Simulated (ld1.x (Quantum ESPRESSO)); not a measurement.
**u(r) = r·R(r): atom against pseudo-atom (O (Z = 8))**

Columns: radius, all-electron u(r) and pseudo u(r) of the 2p shell (level -9.14 eV) of oxygen in the configuration [He] 2s1.75 2p4.25; PBE, scalar-relativistic, PAW scheme, ld1.x (Quantum ESPRESSO) 7.5.

```
r (bohr)  all-electron  pseudo
   0.057        0.0395  0.0112
   0.115        0.1295  0.0448
   0.172        0.2366  0.0977
   0.230        0.3477  0.1682
   0.288        0.4517  0.2513
   0.345        0.5425  0.3403
   0.402        0.6203  0.4317
   0.460        0.6863  0.5223
   0.518        0.7394  0.6058
   0.575        0.7798  0.6778
   0.632        0.8096  0.7372
   0.690        0.8300  0.7835
   0.747        0.8418  0.8150
   0.805        0.8465  0.8337
   0.862        0.8451  0.8405
   0.920        0.8386  0.8381
   0.977        0.8282  0.8289
   1.035        0.8143  0.8148
   1.092        0.7979  0.7981
   1.150        0.7793  0.7793
   1.208        0.7590  0.7590
   1.265        0.7380  0.7380
   1.322        0.7162  0.7162
   1.380        0.6934  0.6934
   1.438        0.6704  0.6704
   1.495        0.6477  0.6477
```

(1) How many radial nodes do the two functions have?

(2) At about which radius was the pseudo-wave matched?

(3) Is the pseudo-wave norm-conserving?

## Answers

(1) The all-electron 2p function has n − l − 1 = 0; the pseudo-wave has 0.

(2) 1.15 bohr. The columns agree to 0.0005 from 1.03 bohr on; several derivatives are matched, so the curves merge somewhat inside the radius.

(3) No, it belongs to a PAW set: the norm inside the radius is not constrained, and the difference is carried by the augmentation charge.
